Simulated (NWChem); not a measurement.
Species: ZnCl₂; SMILES [Cl][Zn][Cl]

```xyz
3

Zn     0.0000     0.0000    -0.1145
Cl     2.0970     0.0000    -0.1146
Cl    -2.0970     0.0000    -0.1146
```
Atoms are numbered in this order, from 1.

STO-3G and 3-21G are far too small for this property and stand as cheap habits. Coordinates come from a PBE0/def2-SVP optimisation.

List the 4 lowest vertical singlet excitations from Hartree-Fock/3-21G, CIS (NWChem).


```
state  energy (eV)  oscillator strength  leading excitation (squared amplitude)
-----  -----------  -------------------  --------------------------------------
S1            7.25                0.000                      HOMO → LUMO (0.90)
S2            7.25                0.000                    HOMO−1 → LUMO (0.90)
S3            7.81                0.133                    HOMO−2 → LUMO (0.89)
S4            7.81                0.133                    HOMO−3 → LUMO (0.89)
```
